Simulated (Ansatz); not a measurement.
[CuCl4]- (CuCl4⁻). Total charge -1; singlet. Geometry relaxed at r2SCAN-D4/def2-SVPD.

```xyz
5

Cu    0.000    0.000    0.000
Cl   -0.298    0.883    2.006
Cl    2.156   -0.245    0.428
Cl    0.300   -0.876   -2.009
Cl   -2.158    0.238   -0.426
```

(1) Estimate the harmonic wavenumbers at RKS r2SCAN-D4/def2-SVPD (Ansatz, unscaled). Is this a minimum?

## Answers

(1) 27, 151, 163, 165, 165, 249, 292, 371, 371 cm⁻¹. Yes, no mode is imaginary beyond noise. Zero-point energy 11.7 kJ/mol. It took 47 s on 4 threads of Intel Xeon Platinum 8488C on a shared host.
